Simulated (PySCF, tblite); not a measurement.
Compound: C7H8Cl2Si.
Numbering: `[CH2:1]=[C:2]1[CH:3]=[C:4]([SiH2:5][CH:6]([Cl:7])[Cl:8])[C:9]1=[CH2:10]` (hydrogens: H11, H12 on C1; H13 on C3; H14, H15 on Si5; H16 on C6; H17, H18 on C10)

Geometry (GFN2-xTB, Å), atoms numbered from 1 in this order:
```
atom  x, y, z in Å
C1     3.0118    1.0524   -0.5870
C2     1.8550    0.5723   -0.1604
C3     0.8609    0.9347    0.8537
C4     0.0491   -0.1180    0.5542
Si5   -1.6025   -0.7275    1.1653
C6    -2.9295    0.3832    0.3023
Cl7   -2.6854    2.0747    0.7851
Cl8   -2.7619    0.2385   -1.4619
C9     0.9796   -0.5872   -0.5058
C10    1.0040   -1.5806   -1.3734
H11    3.4476    1.9385   -0.1562
H12    3.5585    0.5752   -1.3821
H13    0.8028    1.7409    1.5606
H14   -1.7813   -0.5268    2.6031
H15   -1.8797   -2.0983    0.7389
H16   -3.9636    0.1396    0.5386
H17    1.8190   -1.7019   -2.0665
H18    0.2069   -2.3034   -1.4204
```

Jobs on this species (18 atoms, 98 electrons) with PySCF (density fitting) and tblite. Hardware of each: one thread, Arm Neoverse N1 (aarch64), shared host. Other jobs ran on the host; a repeat could differ by tens of per cent or more.

```
level and settings                                                                                                work  basis functions  SCF cycles  wall time
     PBE0/pcSseg-1  shieldings, ring-centre shieldings, charges and field gradients, density and orbital grids written              231           ?          ?
          GFN2-xTB                                                                                   L-BFGS relaxation                –           –      1.8 s
          GFN2-xTB                                                                       Hessian by finite differences                –           –      1.8 s
```

Fill in the missing figures.

- PBE0/pcSseg-1; shieldings, ring-centre shieldings, charges and field gradients, density and orbital grids written: 1.9 min, 14 SCF cycles

What do all jobs in the table cost together?

About 2.0 min; the longest takes about 97 % of that, and about 63 times as long as the shortest.
